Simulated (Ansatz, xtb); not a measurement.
C4H6B2S: 6 structures ranked

6 gas-phase structures of C4H6B2S, from a drawn sample of its isomers (lower ones may exist). Each was relaxed with GFN2-xTB:

A. `BC1=CC=CB1S`, a singlet
B. `BC1=CBC(S)=C1`, a singlet
C. `BB1C=CC=C1S`, a singlet
D. `BC1=CC=C(S)B1`, a singlet
E. `BC1=C(S)BC=C1`, a singlet
F. `BC1=CB(S)C=C1`, a singlet

Task: Make a reasoned guess at their ranking by r2SCAN-D4/def2-SVP single-point energy.

Result: Calculated order at r2SCAN-D4/def2-SVP: A (0.0), F (16.4), E (123.1), D (129.5), B (168.4), C (188.9) kJ/mol.

Energies above the lowest of each column, in kJ/mol; the last columns are at B3LYP/def2-SVP geometries and were run for some of them only (a dash: not run or not comparable):

```csv
structure,GFN2-xTB,HF/STO-3G,r2SCAN-D4/def2-SVP,B3LYP/def2-SVP,CCSD(T)/def2-SVP + ΔMP2/def2-TZVPP
A,0.0,0.0,0.0,0.0,0.0
F,4.0,4.8,16.4,13.8,12.6
E,55.1,116.2,123.1,122.6,127.4
D,65.8,117.4,129.5,–,–
B,76.9,139.8,168.4,–,–
C,118.8,175.5,188.9,–,–
```

Every level run on A puts it lowest or level with the lowest. Flexible structures stand in one conformer each, not always the lowest. Frequencies (GFN2-xTB) were run for A, E, F alone. ΔMP2 is the change of the MP2 energy from the smaller to the larger basis.

Over these structures GFN2-xTB departs from r2SCAN-D4/def2-SVP by 29.8 kJ/mol on average once a common shift is removed. A GFN2-xTB relaxation took about 0.64 s and the r2SCAN-D4/def2-SVP energy about 6.6 s on a shared host (Ansatz 0.2.0, xtb 6.7.1).
